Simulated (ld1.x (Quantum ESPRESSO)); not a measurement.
**Al (Z = 13): PAW pseudisation with PBE, scalar-relativistic reference atom.**

ld1.x (Quantum ESPRESSO) 7.5 input, shortened:

```
&input
   title='Al', zed=13., rel=1, dft='PBE', iswitch=3,
   config='[Ne] 3s1.5 3p1.5 3d-2'
 /
 &inputp
   pseudotype=3, lpaw=.true., tm=.true., lloc=-1, rcloc=2.70,
   nlcc=.true., rcore=2.40,
   which_augfun='PSQ', rmatch_augfun_nc=.true.
 /
6
3S  1  0   1.50   0.00  1.85  2.35  0.0
3S  1  0   0.00   3.00  1.85  2.35  0.0
3P  2  1   1.50   0.00  2.15  2.95  0.0
3P  2  1   0.00   4.95  2.15  2.95  0.0
3D  3  2  -2.00   0.25  2.00  2.75  0.0
3D  3  2  -2.00   2.80  2.00  2.75  0.0
 &test
   configts(1)='3s1.5 3p1.5'
 /
```

Results:

```
Cutoffs needed                            : 6 Ry and 8 Ry (the cutoffs (Ry, on a coarse ladder) from which the occupation-weighted sum of valence levels, in a spherical-Bessel basis at the reference potential, stays within 10 and 1 mRy of its value at 400 Ry)
Ghost test                                : no extra level below or beside the all-electron valence levels (s, p, d, f tested) (spherical-Bessel basis up to 400 Ry, 20 bohr box)
Largest excitation error                  : -14 meV (all-electron minus pseudo) for 3s1 3p0, out of 7 test configurations
Lowest eigenvalue of the overlap operator : 0.72 (s channel)
Density cutoff estimated by the generator : 101 Ry
```

Generation and tests took about 1.7 s on one core of a shared server CPU.
